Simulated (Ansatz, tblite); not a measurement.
Spin states of Cu₃H₂⁺, each relaxed with B3LYP-D4/def2-TZVP in Ansatz. Electronic energies in the gas phase.

The xTB rows come from tblite. Correlated methods freeze 27 core orbitals. In CCSD on the charge 1 quintet the largest single amplitude is 0.16, so its Hartree–Fock determinant may place the open shell otherwise than the density functionals do. The structure comes from a short search, and lower isomers may exist.

Singlet geometry (C2 within 0.1 Å):

```xyz
5

Cu   -0.021    0.114    0.060
Cu    1.118   -1.130    1.969
Cu   -1.030    0.669   -2.212
H     0.200    0.955   -1.298
H    -0.268   -0.608    1.481
```

Triplet geometry (Cs within 0.1 Å):

```
atom   x (Å)   y (Å)   z (Å)
 Cu1  -0.089  -0.214  -0.048
 Cu2   1.695   2.221  -1.382
 Cu3  -1.435  -1.440   1.769
  H4  -0.945  -1.557   0.300
  H5   0.775   0.990  -0.639
```

Quintet geometry (D∞h within 0.1 Å):

```
atom    x (Å)    y (Å)    z (Å)
 Cu1   0.0084  -0.0008   0.0012
 Cu2  -0.5144  -0.2314   3.2908
 Cu3   0.4950   0.2333  -3.2936
  H4   0.2492   0.1098  -1.5904
  H5  -0.2383  -0.1109   1.5920
```

⟨S²⟩: triplet 2.01 at PBE0-D4/def2-TZVP (pure 2.00), quintet 6.01 at PBE0-D4/def2-TZVP (pure 6.00).

Run but left out: HF/STO-3G (triplet: ⟨S²⟩ 6.24, where a pure state has 2.00); HF/STO-3G (quintet: ⟨S²⟩ 9.12, where a pure state has 6.00).

Only these spin states were relaxed. The triplet has other bonds than the singlet, so the gap mixes isomer and spin. The quintet has other bonds than the singlet, so the gap mixes isomer and spin.

Second-order perturbation terms are unreliable where d shells bring near-degenerate states, and here B2PLYP/def2-TZVP, MP2/def2-TZVP lie more than 0.4 eV from the median of the functionals without such a term.

```json
{"level": "GFN1-xTB", "triplet − singlet (kJ/mol)": "286.5", "quintet − singlet (kJ/mol)": "682.4", "lowest of these": "singlet", "remarks": "–"}
{"level": "BLYP-D4/def2-TZVP", "triplet − singlet (kJ/mol)": "249.5", "quintet − singlet (kJ/mol)": "527.4", "lowest of these": "singlet", "remarks": "–"}
{"level": "r2SCAN-D4/def2-TZVP", "triplet − singlet (kJ/mol)": "256.5", "quintet − singlet (kJ/mol)": "521.3", "lowest of these": "singlet", "remarks": "–"}
{"level": "B2PLYP/def2-TZVP", "triplet − singlet (kJ/mol)": "329.8", "quintet − singlet (kJ/mol)": "662.6", "lowest of these": "singlet", "remarks": "test for broken spin undecided (singlet)"}
{"level": "RPA@PBE/def2-TZVP", "triplet − singlet (kJ/mol)": "242.2", "quintet − singlet (kJ/mol)": "475.6", "lowest of these": "singlet", "remarks": "–"}
{"level": "MP2/def2-TZVP", "triplet − singlet (kJ/mol)": "399.5", "quintet − singlet (kJ/mol)": "802.5", "lowest of these": "singlet", "remarks": "–"}
{"level": "CCSD/def2-TZVP", "triplet − singlet (kJ/mol)": "280.6", "quintet − singlet (kJ/mol)": "563.6", "lowest of these": "singlet", "remarks": "–"}
{"level": "CCSD(T)/def2-TZVP", "triplet − singlet (kJ/mol)": "300.3", "quintet − singlet (kJ/mol)": "603.5", "lowest of these": "singlet", "remarks": "–"}
```

The xTB methods have no spin-polarisation term.
